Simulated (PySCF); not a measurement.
# Bond energies at r²SCAN/def2-TZVPP beside a composite method

PySCF, lowest determinants of a PBE0 search. The composite is CCSD(T) extrapolated to the basis-set limit from two correlation-consistent sets, with core-valence (CV) and scalar-relativistic (SR) terms as its label shows; it has no spin–orbit coupling and nothing beyond (T).

```json
{"species": "AlSi", "state (unpaired electrons)": "quartet (σ ↑, π ↑↑)", "De r²SCAN (eV)": "2.75", "De composite (eV)": "2.55", "composite": "CCSD(T)/CBS(TQ)+CV+SR", "dissociates to": "Al + Si"}
{"species": "GeH", "state (unpaired electrons)": "doublet (π ↑)", "De r²SCAN (eV)": "2.95", "De composite (eV)": "2.95", "composite": "CCSD(T)/CBS(DT)", "dissociates to": "Ge + H"}
{"species": "SiB", "state (unpaired electrons)": "quartet (σ ↑, π ↑↑)", "De r²SCAN (eV)": "3.72", "De composite (eV)": "3.29", "composite": "CCSD(T)/CBS(TQ)+CV+SR", "dissociates to": "Si + B"}
{"species": "PbH", "state (unpaired electrons)": "doublet (π ↑)", "De r²SCAN (eV)": "2.49", "De composite (eV)": "2.53", "composite": "CCSD(T)/CBS(DT)", "dissociates to": "H + Pb"}
{"species": "BiH", "state (unpaired electrons)": "triplet (π ↑↑)", "De r²SCAN (eV)": "2.43", "De composite (eV)": "2.43", "composite": "CCSD(T)/CBS(DT)", "dissociates to": "Bi + H"}
{"species": "CBr", "state (unpaired electrons)": "doublet (π ↑)", "De r²SCAN (eV)": "3.78", "De composite (eV)": "3.56", "composite": "CCSD(T)/CBS(TQ)+CV", "dissociates to": "C + Br"}
{"species": "GaS", "state (unpaired electrons)": "doublet (σ ↑)", "De r²SCAN (eV)": "3.94", "De composite (eV)": "3.61", "composite": "CCSD(T)/CBS(DT)", "dissociates to": "Ga + S"}
{"species": "IO", "state (unpaired electrons)": "doublet (π ↑)", "De r²SCAN (eV)": "2.70", "De composite (eV)": "2.44", "composite": "CCSD(T)/CBS(TQ)", "dissociates to": "I + O"}
```

Q: Does r²SCAN bind more or less than the composite, by how much on average, and where is the difference largest?

A: r²SCAN/def2-TZVPP binds more on average, method and basis taken together: the mean signed difference is +0.18 eV and the mean absolute one 0.18 eV; it is largest for SiB (+0.43 eV).

The molecules are drawn from runs that passed checks on state, spin purity and fit, so the hardest cases are missing and the errors look smaller than over all diatomics.

Correlated steps freeze the inner cores (4 to 10 orbitals); shallow outer-core shells are correlated. Spin–orbit coupling is left out, which matters for elements this heavy, above all for dissociation energies. The CCSD T1 diagnostic is raised in AlSi, IO, SiB, a sign that a single reference may not be enough there. States were picked by a PBE0 search and need not be the measured ground states.
